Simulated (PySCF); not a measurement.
Zn(H)(SeH) (H2SeZn), SMILES [SeH][ZnH].

The structure is a stationary point at PBE0-D3(BJ)/def2-TZVP.

Two levels are set side by side: PBE/def2-TZVPD (PySCF) and CAM-B3LYP/def2-TZVPD (PySCF). Same geometry, gas phase. Differences are taken from unrounded values.

```tsv
quantity	PBE
orbital gap (eV)	4.28
highest occupied level (eV)	-5.92
lowest empty level (eV)	-1.64
dipole moment (D)	0.85
mean polarisability (bohr³)	60.3
```

Problem. These are the PBE values. What does CAM-B3LYP give? (An estimate is asked for; the answer gives what the named calculation found.)

Solution. 
| quantity | CAM-B3LYP | PBE minus CAM-B3LYP |
|---|---|---|
| orbital gap (eV) | 8.06 | -3.78 |
| highest occupied level (eV) | -8.26 | 2.34 |
| lowest empty level (eV) | -0.20 | -1.44 |
| dipole moment (D) | 1.02 | -0.17 |
| mean polarisability (bohr³) | 57.0 | 3.2 |

Without exact exchange PBE keeps part of each electron's self-repulsion, which lifts occupied levels and narrows the gap. PBE's more diffuse valence density responds more strongly to a field. Differences between two approximate levels are no errors against the true value.

Rough cost on one machine, each run with all the roots and properties that it gave: CAM-B3LYP against PBE within a factor of 2.
